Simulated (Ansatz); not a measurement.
Reaction (redistribution): `C[O][Ge]([OH])([SiH3])[Cl]` + `CO[CH2][AlH2]` → `C[O][GeH]([OH])[Cl]` + `CO[CH2][AlH][SiH3]`

Isolated molecules relaxed with PBE0-D4/def2-TZVP in Ansatz; ΔE leaves out vibrations. CCSD(T)/CBS is the MP2 limit (def2-TZVPP, def2-QZVPP) plus CCSD(T) − MP2 in def2-TZVPP, frozen cores. Functionals use def2-TZVPP. For Ge outer-core shells are correlated without core-valence functions, which leaves a few kJ/mol of doubt a bond. Scalar relativity is left out up to krypton. One conformer a species, not always the lowest.

```csv
level,ΔE (kJ/mol)
ωB97M-V,20.7
MP2/def2-QZVPP,22.8
```

**Question.** What does CCSD(T)/CBS give? (Best estimate.)

**Answer.** Computed: +18.5 kJ/mol. The listed levels differ from it by 2.2, 4.3 kJ/mol.

Largest T1 diagnostic among the species: 0.012.
